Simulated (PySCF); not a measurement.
A structure optimised at PBE-D3(BJ)/def2-SVP, used in a PySCF frequency run:

```
O
Si 1 1.6701
Si 1 1.6701 2 138.31
H 2 1.4935 1 107.27 3 161.76
H 3 1.4935 1 107.27 2 161.76
H 3 1.4957 5 112.58 1 -121.71
H 2 1.4957 4 112.58 1 -121.71
Cl 3 2.0788 5 108.81 6 -119.82
Cl 2 2.0788 4 108.81 7 -119.82
```
Charge 0, spin multiplicity 1.

Question: Write its SMILES, formula and point group.

Answer: Cl[SiH2]O[SiH2]Cl, Cl2H4OSi2, C2

Question: What are its rotational constants (standard atomic weights)?

Answer: 3.0502, 1.0152, 0.90060 GHz
